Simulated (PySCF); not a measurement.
Compound: C5H13AlO2S.
SMILES: `C1CC[O+]([AlH3-])[C@H]1[S@](=O)C`

Theory: PySCF 2.14.0, density-fitted response routines, TDDFT PBE0/def2-SVPD, vertical, gas phase, core orbitals frozen in the response. Isolated species at its PBE0-D3(BJ)/def2-SVP geometry (one conformer only).

Orbital energies (eV): HOMO-3 -8.21, HOMO-2 -7.77, HOMO-1 -7.63, HOMO -7.11, LUMO -0.16, LUMO+1 0.18, LUMO+2 0.32.

Problem. Among the lowest singlets, which states do these configurations lead, and at what energies: HOMO→LUMO, HOMO-2→LUMO?

Solution. 

```
state  leading configuration  weight  Δε (eV)  E (eV)  E − Δε (eV)      f  other configurations
   S1              HOMO→LUMO    0.76     6.95    5.63        -1.32  0.014            H→L+2 (9%)
   S5            HOMO-2→LUMO    0.76     7.61    6.45        -1.16  0.015                     –
```

E − Δε runs from -1.32 to -1.16 eV. Among themselves, these states come in the order of their orbital differences. Δε is the difference of the two orbital energies.

H and L stand for HOMO and LUMO. The other states: S2 5.94 eV, f 0.023, H→L+2 (57%), H→L+1 (28%); S3 6.23 eV, f 0.012, H-1→L (44%), H→L+1 (27%), H→L (10%); S4 6.39 eV, f 0.0045, H-1→L (37%), H→L+1 (25%), H→L+2 (12%); S6 6.62 eV, f 0.019, H→L+4 (49%), H-3→L (28%); S7 6.71 eV, f 0.022, H→L+4 (32%), H-3→L (31%), H-3→L+2 (20%); S8 6.82 eV, f 0.011, H→L+3 (79%); S9 6.93 eV, f 0.012, H-1→L+1 (43%), H→L+5 (14%), H→L+6 (10%); S10 7.01 eV, f 0.028, H-2→L+1 (39%), H-1→L+1 (32%), H→L+5 (15%).

Triplets (Tamm–Dancoff): T1 4.92 eV, H→L (56%), H→L+1 (15%), H→L+2 (8%); T2 5.24 eV, H→L+2 (57%), H→L+1 (20%); T3 5.83 eV, H-1→L (56%), H-1→L+3 (11%), H→L (10%); T4 6.00 eV, H-2→L (66%), H-2→L+3 (14%).

Summed over the main configurations (up to three a state, each over 8%) of all 10 singlets, the electron leaves HOMO with weight 4.44, HOMO-1 with weight 1.55, HOMO-2 with weight 1.15 and HOMO-3 with weight 0.79.

The vertical ionisation energy (ΔSCF) is 8.82 eV, 1.81 eV above S10.
